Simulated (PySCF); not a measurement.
Al(Me)(OH)(PH2) (CH₆AlOP), SMILES [CH3][Al]([OH])[PH2].

Geometry optimised at PBE-D3(BJ)/def2-SVP. One conformer was computed; it need not be the lowest.

These are PBE-D3(BJ)/def2-SVP run with PySCF values and carry that method's errors.

Frequencies are harmonic and unscaled.

Estimate the vibrational spectrum. (An estimate is asked for; the answer gives what the named calculation found.)


| mode | ν (cm⁻¹) | IR (km/mol) | moving atoms (share of kinetic energy) |
|---|---|---|---|
| 1 | 28 | 0.2 | H 98 % |
| 2 | 80 | 4.8 | H 89 % |
| 3 | 128 | 3.7 | H 29 %, C 25 %, Al 18 %, P 16 %, O 12 % |
| 4 | 174 | 11.1 | Al 55 %, H 21 %, O 13 % |
| 5 | 191 | 10.6 | O 42 %, H 22 %, P 15 %, C 12 %, Al 8 % |
| 6 | 367 | 9.4 | P 41 %, Al 27 %, H 12 %, C 11 %, O 9 % |
| 7 | 374 | 118.6 | H 90 %, O 9 % |
| 8 | 494 | 1.6 | H 86 %, P 9 % |
| 9 | 538 | 39.6 | H 93 % |
| 10 | 586 | 87.1 | H 68 %, C 20 % |
| 11 | 635 | 19.5 | H 70 %, C 17 %, Al 9 % |
| 12 | 641 | 48.9 | H 47 %, C 21 %, Al 19 %, O 13 % |
| 13 | 683 | 170.3 | H 60 %, C 21 %, Al 16 % |
| 14 | 844 | 79.1 | Al 45 %, O 43 %, H 11 % |
| 15 | 1044 | 17.4 | H 97 % |
| 16 | 1159 | 20.1 | H 79 %, C 21 % |
| 17 | 1375 | 1.1 | H 96 % |
| 18 | 1375 | 4.4 | H 95 % |
| 19 | 2303 | 33.4 | H 97 % |
| 20 | 2322 | 50.0 | H 97 % |
| 21 | 2967 | 2.1 | H 97 % |
| 22 | 3059 | 3.0 | H 91 %, C 9 % |
| 23 | 3079 | 3.0 | H 91 %, C 9 % |
| 24 | 3813 | 66.0 | H 94 % |
